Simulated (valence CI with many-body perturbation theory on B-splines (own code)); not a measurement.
Energy levels of Sm³¹⁺

Calculated by relativistic CI+MBPT: three valence electrons over a frozen Dirac-Fock core [Ar] 3d10, a basis of 11 s, 11 p, 9 d, 7 f, 5 g, 2 h, 1 i functions for each j, with the one-electron correlation potential Σ1 (screened to all orders), the two-electron term Σ2, the three-electron term Σ3, Breit, model QED; selected single and double excitations, second order for the rest (own B-spline code, finite nucleus).

The last digits are not significant, and no measured levels were compared; by estimate large intervals hold to a few tenths of a per cent, small ones and those within an open d or f shell to about a per cent.

Levels 46 to 66 of 66, with energies above the lowest level, (4s^2 4p1/2) J=1/2. "Leading %" is the weight of the configuration and term that name the level; weights of strongly mixed levels are sums over their largest components and can fall short. In the jj column 3d3/2^4 stands for four electrons in 3d with j = 3/2.

```tsv
No.	Configuration	Term	J	E (eV)	Leading %	g	Second component	Leading jj
46	4p²4d	⁴F	3/2	322.91	37	0.950	31 % 4p²4d ²P	4p1/2 4p3/2 4d3/2 (95 %)
47	4p²4d	²G	7/2	323.00	42	1.052	28 % 4p²4d ²F	4p1/2 4p3/2 4d3/2 (86 %)
48	4p²4d	⁴D	1/2	323.42	83	0.142	15 % 4p²4d ²P	4p1/2 4p3/2 4d3/2 (98 %)
49	4p²4d	⁴D	7/2	328.97	42	1.303	39 % 4p²4d ⁴F	4p1/2 4p3/2 4d5/2 (94 %)
50	4p²4d	²G	9/2	332.20	55	1.201	40 % 4p²4d ⁴F	4p1/2 4p3/2 4d5/2 (93 %)
51	4p²4d	²D	3/2	333.18	35	1.091	31 % 4p²4d ⁴D	4p1/2 4p3/2 4d5/2 (54 %)
52	4p²4d	⁴P	5/2	333.21	32	1.209	20 % 4p²4d ²F	4p1/2 4p3/2 4d3/2 (44 %)
53	4p²4d	⁴D	5/2	336.28	37	1.176	30 % 4p²4d ²D	4p1/2 4p3/2 4d5/2 (55 %)
54	4p²4d	⁴P	3/2	336.68	47	1.468	39 % 4p²4d ²P	4p1/2 4p3/2 4d3/2 (51 %)
55	4p²4d	⁴P	1/2	336.71	42	1.884	27 % 4p²4d ²S	4p1/2 4p3/2 4d3/2 (92 %)
56	4p²4d	²F	7/2	337.99	30	1.097	20 % 4p²4d ²G	4p1/2 4p3/2 4d5/2 (72 %)
57	4p²4d	²D	5/2	340.07	38	1.198	23 % 4p²4d ⁴P	4p1/2 4p3/2 4d5/2 (73 %)
58	4p²4d	²D	3/2	346.14	68	0.880	11 % 4p²4d ²P	4p1/2 4p3/2 4d5/2 (85 %)
59	4p²4d	²P	1/2	347.00	66	1.026	27 % 4p²4d ²S	4p1/2 4p3/2 4d5/2 (90 %)
60	4s4p4f	⁴G	5/2	347.69	72	0.691	14 % 4s4p4f ⁴F	4s 4p1/2 4f5/2 (86 %)
61	4s4p4f	⁴G	7/2	349.41	51	1.078	28 % 4s4p4f ⁴F	4s 4p1/2 4f7/2 (55 %)
62	4s4p4f	⁴F	3/2	352.24	58	0.575	21 % 4s4p4f ²D	4s 4p1/2 4f5/2 (83 %)
63	4s4p4f	⁴G	9/2	352.36	33	1.204	32 % 4s4p4f ⁴F	4s 4p1/2 4f7/2 (84 %)
64	4s4p4f	⁴F	5/2	352.84	35	1.087	27 % 4s4p4f ⁴D	4s 4p1/2 4f5/2 (56 %)
65	4s4p4f	⁴D	7/2	353.25	44	1.254	29 % 4s4p4f ²F	4s 4p1/2 4f7/2 (68 %)
66	4s4p4f	²G	7/2	360.42	44	0.980	22 % 4s4p4f ²F	4s 4p1/2 4f7/2 (49 %)
```
